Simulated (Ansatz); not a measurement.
`C[CH](C)[Sn][Cl]` + silanol → `[SiH3][O][Sn][Cl]` + propane at 500 K and 1 bar (ligand exchange at the Sn–C bond).

Computed with Ansatz on PBE0-D4/def2-TZVP structures; ΔE is electronic, products minus reactants. CBS: MP2 limit from def2 TZ/QZ plus the TZ coupled-cluster correction, frozen cores. def2 core potentials past Kr. For Sn outer-core shells are correlated without core-valence functions, which leaves a few kJ/mol of doubt a bond. Each species was taken in one conformer, which may not be the lowest.

| species | CCSD(T)/CBS energy (Eh) | H − E (kJ/mol) | S (J/(mol·K)) |
| --- | --- | --- | --- |
| `C[CH](C)[Sn][Cl]` | -792.22854 | 294.5 | 448.4 |
| `O[SiH3]` | -366.69042 | 127.5 | 292.9 |
| `[SiH3][O][Sn][Cl]` | -1039.98803 | 119.8 | 420.2 |
| `CCC` | -118.98051 | 304.1 | 314.1 |

H − E and S are ideal-gas, rigid-rotor, harmonic terms from PBE0-D4/def2-TZVP, for one conformer and one mirror image of each species. 1 Eh = 2625.50 kJ/mol, R = 8.31446 J/(mol·K).

Task: By hand: ΔE, ΔH, ΔS and ΔG.

Result: ΔE = (-1039.98803) + (-118.98051) − (-792.22854) − (-366.69042) = -0.04958 Eh = -130.2 kJ/mol. Δ(H − E) = 119.8 + 304.1 − 294.5 − 127.5 = 1.9, so ΔH = -128.3 kJ/mol. ΔS = 420.2 + 314.1 − 448.4 − 292.9 = -7.0 J/(mol·K). ΔG = -128.3 − 500 × (-7.0)/1000 = -124.8 kJ/mol.

Task: By hand: the equilibrium constant, and the temperature at which ΔG would vanish if ΔH and ΔS stayed fixed.

Result: log₁₀ K = −ΔG/(RT ln 10) = 13.0. ΔG = 0 at ΔH/ΔS = 18329 K, far beyond where these terms or the molecules hold.

The number of gas molecules stays the same, so ΔS is small and ΔH decides. A doubt of 5 kJ/mol in ΔE shifts log₁₀ K by 0.5 here. Other conformers and mirror images would add mixing entropy, several J/(mol·K) or more a flexible species. Modes under 60 cm⁻¹, often nearly free rotors, make the harmonic entropy too high. These are equilibria of isolated gas molecules and say nothing of rates. Largest T1 diagnostic: 0.015 (customary marks: 0.02 for closed shells, 0.045 for open ones).
